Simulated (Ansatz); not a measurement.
Reaction (ligand exchange at a Ga–Se bond): `[OH][GaH][SeH]` + H–F → `[OH][GaH][F]` + H₂Se

Computed with Ansatz on PBE0-D4/def2-TZVP structures; ΔE is electronic, products minus reactants. CCSD(T)/CBS is the MP2 limit (def2-TZVPP, def2-QZVPP) plus CCSD(T) − MP2 in def2-TZVPP, frozen cores. This one scheme is used for every species. DFT in def2-TZVPP. For Ga, Se outer-core shells are correlated without core-valence functions, which leaves a few kJ/mol of doubt a bond. Scalar relativity is left out up to krypton. One conformer a species, not always the lowest.

CCSD(T)/CBS gives +23.4 kJ/mol.

Question: Another level gave +15.8 kJ/mol. Which?
A. r2SCANh/def2-TZVPP
B. ωB97X-V/def2-TZVPP
C. BLYP/def2-TZVPP
D. MP2/def2-TZVPP

Answer: A. r2SCANh 15.8, BLYP 3.7, MP2/def2-TZVPP 20.5, ωB97X-V 9.2 kJ/mol.

Largest T1 diagnostic among the species: 0.015.

The D4 term adds +6.5 kJ/mol with B3LYP and +3.5 kJ/mol with PBE0; it sums over pairs of atoms, weighted by their polarisabilities, and B3LYP, whose exchange is more repulsive, gets the larger term. Leaving LDA and LC-ωPBE aside and taking each functional with its dispersion term where it has one, the values, not all of them listed here, spread over 19.4 kJ/mol, from B97M-V to HSE06-D4. LDA lies +4.5 kJ/mol from PBE without D4. From BLYP to BHLYP (50 % exact exchange), in def2-TZVPP and without D4, ΔE moves by +5.3 kJ/mol.

B3LYP here is the variant with VWN-RPA as its local correlation; programs differ in this.
